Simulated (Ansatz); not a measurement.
A barrier at the coupled-cluster level

Start structure (GeH₂F₄, closed shell), relaxed at PBE0-D4/def2-TZVP:

```tsv
atom	x (Å)	y (Å)	z (Å)
Ge1	-0.6883	0.1983	0.4021
H2	0.2876	0.3919	1.5409
F3	-0.2648	-1.1189	-0.6310
F4	-0.8479	1.5453	-0.6282
F5	-2.2626	-0.1779	0.9434
H6	1.6025	-0.7354	-0.9970
F7	2.1735	-0.1032	-0.6302
```

The step: GeHF₃ ([F][GeH]([F])[F]) + HF → GeF₄ ([F][Ge]([F])([F])[F]) + H₂; bonds formed: Ge1–F7, H2–H6; bonds broken: Ge1–H2, H6–F7. Computed with Ansatz 0.2.0 (basis: def2-TZVPP and def2-QZVPP); correlated methods freeze the cores. Filled d shells of the heavier atoms are correlated. The def2 sets are not built for correlating such inner shells, so the correlated values are less sure here. Extrapolation: Hartree–Fock as exp(−7.88 √X), correlation as X^−2.97. Energies below are by CCSD(T) at an estimated basis limit (MP2 extrapolated from triple and quadruple zeta, plus CCSD(T) − MP2 in triple zeta).

(1) What are the electronic barrier and the energy of the step, from the start structure to the end structure? (An estimate is asked for; the value comes from the calculation.)

No T1 diagnostic of these runs exceeds 0.014.

## Answers

(1) By the calculation: Barrier 45.72 kcal/mol; step energy -0.86 kcal/mol (downhill); reverse barrier, their difference, 46.57 kcal/mol. Barrier and step energy count from the start structure, the reverse barrier from the end structure.

The saddle point: One imaginary mode of 1197i cm⁻¹.
```tsv
pair	start (Å)	saddle (Å)	end (Å)
Ge1–F7	3.06	1.92	1.69
H2–H6	3.07	0.98	0.75
Ge1–H2	1.51	1.76	3.84
H6–F7	0.93	1.23	3.02
```

Zero-point energy (harmonic, PBE0-D4): ZPE is 16.84 kcal/mol at the start and 14.83 kcal/mol at the saddle, so the barrier goes from 45.72 to 43.71 kcal/mol.

Labels in which every atom is bracketed show which atoms are joined, not bond orders.

For scale, one of the runs: CCSD(T)/def2-TZVPP, 200 basis functions, launched by `ansatz run in.yaml --threads 4 --pin off --events-out ev --progress --plain --max-ram 9574MiB`. Hardware: 4 CPU threads of an Arm Neoverse V2, shared host. Wall time 2 min; peak host memory 2.9 GiB.
